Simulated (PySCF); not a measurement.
# Checking a proposed structure

A compound C$_{6}$H$_{7}$FN$_{2}$Si gives the data below (simulated from a calculation) and was assigned the structure `CN[Si@H]1C=C(F)C(C#N)=C1`.

$^{13}$C{$^{1}$H} NMR (computed): δ 203.1 (C), 152.6 (CH), 125.2 (CH), 118.4 (C), 110.7 (C), -6.1 (CH3).

$^{1}$H NMR (600 MHz, computed): δ 6.84 (m, 1H), 5.53 (m, 1H), 0.68 (br s, 2H), 0.48 (s, 3H).

Single conformer, in vacuum, averaged over atoms made equivalent by symmetry, fast rotation or ring inversion, relativity neglected. Shielding tensors at PBE0/pcSseg-1 (GIAO); GFN2-xTB geometry; PySCF 2.14.

Referencing at the same level of theory: $^{1}$H (31.72 ppm), $^{13}$C (186.93 ppm) vs TMS.

Question: Compare with the shifts computed for the proposed structure, pairing carbons in order of shift.

Answer: Atom-mapped SMILES (the numbers label the heavy atoms): `[CH3:1][NH:2][Si@H:3]1[CH:4]=[C:5]([F:6])[C:7]([C:8]#[N:9])=[CH:10]1`; H(Xn) means a hydrogen on atom n.

```
atom  computed for proposal  given list  difference
  C5                  177.1       203.1       -26.0
 C10                  159.3       152.6        +6.7
  C7                  134.1       125.2        +8.9
  C8                  118.9       118.4        +0.5
  C4                  105.0       110.7        -5.7
  C1                   32.3        -6.1       +38.4
```

The rms difference is 19.6 ppm and the largest +38.4 ppm at C1 (methyl carbon bonded to N). The carbon types in order of shift don't match either: C, CH, C, C, CH, CH3 for the proposal against C, CH, CH, C, C, CH3 in the data. The proposal doesn't fit.

Question: Which isomer fits?

Answer: `C1=CC(C#N)=C(F)[Si@@]1(C)N`.

- Carbon types of the structure: 3 × C, 2 × CH, 1 × CH3, leaving 2 H on heteroatoms.
- δC 203.1, 110.7: fully substituted alkene carbon.
- δC 152.6, 125.2: alkene CH; an sp2 carbon of a C=C bond.
- δC 118.4: nitrile carbon; C≡N carbons fall here, among the sp2 signals but without a proton.
- δH 0.68: hydrogen on a nitrogen bonded to Si; exchangeable; this is the value without hydrogen bonding to other molecules.

Other isomers checked: C[SiH2]C#Cc1nc[nH]c1F (rms 22.5 ppm).

The shifts were computed for this structure.

OH and NH positions are those of a molecule without intermolecular hydrogen bonds; in solution they move with solvent, concentration and temperature, and exchange usually removes their couplings. Splittings by $^{19}$F in the carbon and heteronuclear signals aren't shown, as no couplings were computed. Shifts are as computed. Against solution values, carbons near 30 ppm lie about +3 ppm off and those near 130 ppm about +5 ppm. Of 1309 compounds with measured shifts, 239 miss one by over three times the rms of a fit or turn the order of signals round; such compounds aren't used in these exercises. Multiplicities follow the n + 1 count of equivalent neighbours, as no J values were calculated; m marks all less simple cases, F and P coupling included.
